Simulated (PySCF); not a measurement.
**Spin states and ions at one geometry of [Tl(OH)2]+**

PySCF 2.14.0, RKS PBE, Tl def2-SVP with ECP60, O def2-SVP, H def2-SVP; non-relativistic Hamiltonian with scalar-relativistic core potentials where named; density fitting; no spin-orbit coupling; singlets restricted, open shells unrestricted. The geometry is relaxed for charge +1, singlet, vacuum:

```xyz
5

Tl    0.0000    0.0000    0.6932
O     1.9902    0.2015    0.9062
H     2.4456   -0.1968    0.1231
O    -1.9902   -0.2015    0.9062
H    -2.4456    0.1968    0.1231
```

Energies count from the relaxed state; an electron taken off or put on is at rest in vacuum. Charges and spins are Mulliken's.

Order these states by energy, lowest first.
A. charge +1, triplet, vacuum
B. charge 0, doublet, vacuum
C. charge +1, singlet, vacuum
D. charge +2, doublet, vacuum

B (-7.05 eV), C (0.00 eV), A (2.59 eV), D (16.97 eV).

How do charge and spin on the first atom follow?


```tsv
state	spin squared	charge on Tl1 (e)	spin on Tl1 (e)	dipole about the centre of mass (D)
charge +1, singlet, vacuum	0.00	1.00	0.00	2.67
charge +1, triplet, vacuum	2.01	0.79	0.42	2.28
charge +2, doublet, vacuum	0.75	1.36	-0.03	2.75
charge 0, doublet, vacuum	0.75	0.42	0.37	1.99
```

With an electron taken off (doublet) the charges change, summed by element, by Tl +0.36 e, O +0.50 e, H +0.14 e. The vertical ionisation energy is 16.97 eV, against −ε(HOMO) = 13.29 eV of the relaxed state. The level lies 3.7 eV too high, as is usual for semilocal functionals and global hybrids, which keep a self-interaction error.

With an electron put on (doublet) the charges change, summed by element, by Tl -0.58 e, O -0.24 e, H -0.18 e. The vertical electron affinity is 7.05 eV, against −ε(LUMO) = 10.50 eV of the relaxed state.

Open shells may have lower solutions than those found. Hard to converge, so the more doubtful: charge +2, doublet, vacuum.
